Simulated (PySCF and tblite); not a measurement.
Results of a calculation; reference values are marked as such.
C3H7Br, numbered as in [CH3:1][CH2:2][CH2:3][Br:4].

The ensemble was built from 90 distance-geometry starts (ETKDG and KDG, MMFF94s, GFN2-xTB) and rests on PBE0-D3(BJ)/def2-SVP geometries. Weights use B3LYP-D3(BJ)/def2-TZVP (IEF-PCM, chloroform) energies plus GFN2-xTB zero-point and thermal terms (modes under about 100 cm⁻¹ blended into free rotors). Symmetry numbers and mirror images are counted. Conformers within 3 kcal/mol (GFN2-xTB free energy) were kept, 8 at most. Programs: PySCF with density fitting and tblite.

Rotational constants are equilibrium values for the commonest isotopes; dipoles come from the energy level named and are polarised by its solvent model.

Torsions listed: C1–C2–C3–Br4. Of a mirror pair one member is shown.

```json
{"conformer": "1", "shape": "65°", "symmetry": "C1 (pair)", "weight %": "68.6"}
{"conformer": "2", "shape": "180°", "symmetry": "Cs", "weight %": "31.4"}
```

Sets of constants, in random order:

| set | A (MHz) | B (MHz) | C (MHz) | abs μa (D) | abs μb (D) | abs μc (D) |
| --- | --- | --- | --- | --- | --- | --- |
| P | 11148 | 2264 | 2015 | 2.31 | 1.36 | 0.28 |
| Q | 25464 | 1640 | 1587 | 2.65 | 0.63 | 0.00 |

(1) Match each set to its conformer.

## Answers

(1) P is conformer 1, Q is conformer 2.
